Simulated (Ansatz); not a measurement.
Start from `C#C/N=C/O` and change one atom or group to get `O/C=[N]/[ZnH]`.

Ansatz, PBE0-D4/def2-TZVP geometries, multiplicity 1. Each molecule was computed in one conformer, which needn't be the lowest.

Scalar relativity is left out up to krypton.

| property | `C#C/N=C/O` |
| --- | --- |
| LUMO energy (PBE0/def2-TZVPP) / eV | -0.89 |
| LUMO energy (PBE/def2-TZVPP) / eV | -1.88 |
| HOMO–LUMO gap (ωB97M-V/def2-TZVPP) / eV | 10.53 |
| HOMO–LUMO gap (PBE/def2-TZVPP) / eV | 4.05 |
| LUMO energy (ωB97M-V/def2-TZVPP) / eV | 1.28 |
| HOMO energy (PBE0/def2-TZVPP) / eV | -7.11 |

(1) Give the same properties after the change, and the shifts. (Best estimate.)

Results:

(1) Computed: 
| property | `O/C=[N]/[ZnH]` | shift |
| --- | --- | --- |
| LUMO energy (PBE0/def2-TZVPP) / eV | -0.58 | 0.31 |
| LUMO energy (PBE/def2-TZVPP) / eV | -1.42 | 0.46 |
| HOMO–LUMO gap (ωB97M-V/def2-TZVPP) / eV | 10.07 | -0.46 |
| HOMO–LUMO gap (PBE/def2-TZVPP) / eV | 4.19 | 0.14 |
| LUMO energy (ωB97M-V/def2-TZVPP) / eV | 0.89 | -0.39 |
| HOMO energy (PBE0/def2-TZVPP) / eV | -6.88 | 0.23 |

With PBE0 the HOMO rises by 0.23 eV and the LUMO rises by 0.31 eV, so the gap widens by about 0.08 eV. PBE moves the HOMO by 0.32 eV and ωB97M-V by 0.06 eV. The zero-point energy changes by -34.9 kJ/mol with -3 modes.
